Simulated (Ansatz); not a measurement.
```xyz
7

N    -0.254   -0.608   -1.103
Sn    0.100    0.328    0.632
Cl    2.252    1.223    0.478
H    -0.354   -1.610   -1.060
H    -0.979   -0.215   -1.685
H     0.167   -0.784    1.917
H    -0.931    1.666    0.822
```

Charge 0, multiplicity 1. Sn takes the def2 core potential.

**Question.** List the PBE0/def2-TZVPP orbital energies in eV (the Gaussian-basis code of Ansatz). (Estimate.)

**Answer.** The calculation gave: Occupied: -2766.68, -391.15, -258.51, -196.79, -196.66, -196.66, -140.66, -95.35, -95.25, -95.25, -29.23, -29.14, -29.07, -28.97, -28.95, -23.44, -21.96, -14.65, -13.68, -10.79, -10.03, -10.01, -8.63, -8.48, -7.64. Lowest empty: -0.45, -0.20, 0.37, 1.77, 1.99, 2.01, 3.13, 3.46.
